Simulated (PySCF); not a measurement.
Species: GeEtCl3, C2H5Cl3Ge.
Bonds: Ge1–C2, Ge1–Cl9, Ge1–Cl10, Ge1–Cl11, C2–C3. Hydrogens: H4, H5 on C2; H6, H7, H8 on C3.

Method: PBE0-D3(BJ)/def2-SVP geometry optimisation, gas phase in PySCF; density fitting, grid level 1; the optimiser is geomeTRIC in internal coordinates, started from a GFN2-xTB structure with every atom displaced at random (about 0.03 Å).

Step 0: E = -96203.4891 eV
```
atom  x, y, z in Å  |  force x, y, z in eV/Å
Ge1    -0.2417   -0.5051   -1.3678   -2.152   1.334   1.518
C2     -0.3069   -0.4188    0.6441    1.411  -0.651  -1.349
C3      0.4682    0.7359    1.1879    3.065  -0.262   0.362
H4      0.2078   -1.3590    0.9650   -0.738   0.264  -0.043
H5     -1.3368   -0.3597    0.9393   -0.964  -0.371   0.169
H6      0.4898    0.7333    2.2952   -0.212  -0.017  -0.170
H7      1.5946    0.6648    0.8944   -1.660   0.021   0.358
H8      0.1788    1.7159    0.8654   -0.670   0.836  -0.387
Cl9     1.6743   -0.4233   -2.1207    1.506  -0.110  -0.561
Cl10   -1.2912    1.2883   -2.1488    0.446  -0.658   0.273
Cl11   -1.3389   -2.1580   -2.1231   -0.031  -0.386  -0.169
```

Step 1: E = -96203.8055 eV
```
atom  x, y, z in Å  |  force x, y, z in eV/Å
Ge1    -0.2608   -0.4739   -1.3148   -0.763   0.513   0.148
C2     -0.2844   -0.4335    0.6233    0.307   0.075  -0.291
C3      0.5048    0.7433    1.1662    0.349   0.195   0.219
H4      0.1717   -1.3879    0.9264   -0.179  -0.084   0.157
H5     -1.3442   -0.4071    0.9151   -0.004  -0.113   0.063
H6      0.5047    0.7463    2.2683   -0.138   0.021  -0.023
H7      1.5664    0.7004    0.8720   -0.062  -0.092  -0.097
H8      0.1282    1.7185    0.8210   -0.151  -0.081   0.010
Cl9     1.7115   -0.4525   -2.0862    0.406  -0.084  -0.156
Cl10   -1.2539    1.3056   -2.0665    0.172  -0.227   0.046
Cl11   -1.3460   -2.1447   -2.0939    0.064  -0.120  -0.076
```

**Question.** Estimate the geometry and energy of step 2. (The exact step hangs on the optimiser's Hessian estimate; all steps are aligned on step 1, rigid shifts and turns removed.)

**Answer.** E = -96203.8369 eV, largest force 0.184 eV/Å
```
atom  x, y, z in Å  |  force x, y, z in eV/Å
Ge1    -0.2799   -0.4521   -1.3130   -0.176   0.040   0.026
C2     -0.2705   -0.4316    0.6227    0.083   0.034  -0.063
C3      0.5175    0.7484    1.1729   -0.161   0.069   0.057
H4      0.1616   -1.3949    0.9338   -0.043  -0.047   0.036
H5     -1.3287   -0.4164    0.9297    0.030  -0.014   0.025
H6      0.5018    0.7496    2.2736   -0.024   0.002  -0.004
H7      1.5673    0.7106    0.8582    0.110  -0.006  -0.058
H8      0.0961    1.7067    0.8278    0.028  -0.046   0.038
Cl9     1.7126   -0.4767   -2.0948    0.072  -0.018  -0.016
Cl10   -1.2394    1.3128   -2.0780    0.026  -0.006  -0.023
Cl11   -1.3402   -2.1419   -2.1018    0.054  -0.008  -0.019
```

The energy changes by -0.0314 eV. The first-order estimate −F·Δx gives -0.0543 eV and the mean of the old and new forces, exact on a quadratic surface, -0.0315 eV. The step makes an angle of 53° with the force vector and moves no atom by more than 0.035 Å.

What follows is the cost of the whole optimisation. Time: 4.0 min; peak memory 0.57 GiB. Hardware: AMD EPYC, one thread, no GPU, shared host.
